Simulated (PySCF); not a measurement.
# Vertical excitation energies

Species: C₂H₁₀SSi₃.
Geometry (PBE0-D3(BJ)/def2-SVP, Å), atoms numbered from 1 in this order:
```
atom  x, y, z in Å
C1     2.1473   -1.3736   -0.1657
C2     0.9340   -0.8359    0.5144
S3     0.4715   -1.2750    2.0164
Si4   -0.1727    0.4455   -0.3605
Si5   -2.3456   -0.4306   -0.3944
Si6   -0.0886    2.3939    0.9412
H7     1.8585   -1.8684   -1.1096
H8     2.6906   -2.0844    0.4727
H9     2.8168   -0.5443   -0.4540
H10    0.3144    0.7228   -1.7538
H11   -2.3251   -1.8242   -0.9372
H12   -2.9005   -0.4451    0.9906
H13   -3.2205    0.4137   -1.2667
H14   -0.7851    2.1464    2.2380
H15    1.3339    2.7725    1.2071
H16   -0.7628    3.5217    0.2257
```

Theory: PySCF 2.14.0, density-fitted response routines, TDDFT CAM-B3LYP/def2-SVPD, vertical, gas phase, core orbitals frozen in the response.

Task: What does the calculation give for the low-lying excited states?

Result: 

```json
{"state": "S1", "E (eV)": "2.18", "E (hartree)": "0.0802", "f": "0.0001", "main configurations (H = HOMO, L = LUMO)": "H→L (99%)"}
{"state": "S2", "E (eV)": "4.75", "E (hartree)": "0.1745", "f": "0.112", "main configurations (H = HOMO, L = LUMO)": "H-1→L (97%)"}
{"state": "S3", "E (eV)": "5.28", "E (hartree)": "0.1940", "f": "0.0085", "main configurations (H = HOMO, L = LUMO)": "H-2→L (65%), H-4→L (24%)"}
{"state": "S4", "E (eV)": "5.63", "E (hartree)": "0.2070", "f": "0.0073", "main configurations (H = HOMO, L = LUMO)": "H→L+1 (75%), H→L+4 (9%), H→L+2 (8%)"}
{"state": "S5", "E (eV)": "5.92", "E (hartree)": "0.2175", "f": "0.039", "main configurations (H = HOMO, L = LUMO)": "H-3→L (40%), H-4→L (22%), H-2→L (17%)"}
{"state": "S6", "E (eV)": "5.96", "E (hartree)": "0.2189", "f": "0.031", "main configurations (H = HOMO, L = LUMO)": "H-3→L (37%), H-4→L (27%), H-2→L (14%)"}
{"state": "S7", "E (eV)": "6.18", "E (hartree)": "0.2271", "f": "0.114", "main configurations (H = HOMO, L = LUMO)": "H→L+2 (70%), H→L+1 (12%)"}
{"state": "S8", "E (eV)": "6.34", "E (hartree)": "0.2329", "f": "0.011", "main configurations (H = HOMO, L = LUMO)": "H→L+3 (56%), H→L+4 (22%)"}
{"state": "S9", "E (eV)": "6.37", "E (hartree)": "0.2340", "f": "0.017", "main configurations (H = HOMO, L = LUMO)": "H→L+4 (41%), H→L+3 (30%), H→L+5 (8%)"}
{"state": "S10", "E (eV)": "6.47", "E (hartree)": "0.2379", "f": "0.084", "main configurations (H = HOMO, L = LUMO)": "H-1→L+1 (74%), H-1→L+4 (10%)"}
```

Triplets (Tamm–Dancoff): T1 1.70 eV, H→L (98%); T2 2.98 eV, H-1→L (59%), H-3→L (36%); T3 4.75 eV, H-2→L (44%), H-4→L (37%), H-8→L (9%); T4 4.95 eV, H-3→L (55%), H-1→L (39%).

The lowest singlet lies at 2.18 eV (568 nm, visible) and is dark (f under 0.0005); its leading configuration is HOMO→LUMO (99%). The largest oscillator strength of a single state is 0.114. S1 has the pattern of n→π* at C=S. Of the 10 states listed, 7 reach f = 0.01 and 1 stays under 0.0005. The listed states span 4.29 eV, and the widest gap between neighbours is 2.57 eV (S1 to S2). Weighted by f, the mean energy of these states is 5.80 eV. S1 lies in the visible range (380 to 750 nm), at 568 nm, dark in the vertical dipole picture (f under 0.0005); light of that wavelength is yellow-green, and its complementary colour is violet; a Tamm–Dancoff triplet lies at 728 nm, without intensity as long as spin–orbit coupling is left out. The vertical ionisation energy (ΔSCF) is 8.33 eV, 1.86 eV above S10. Only the lowest 10 singlets were computed, as vertical energies without vibronic structure.

Time: 2.2 min. Hardware: one thread of an x86-64 server, on a shared host.

One conformer stands for the species.
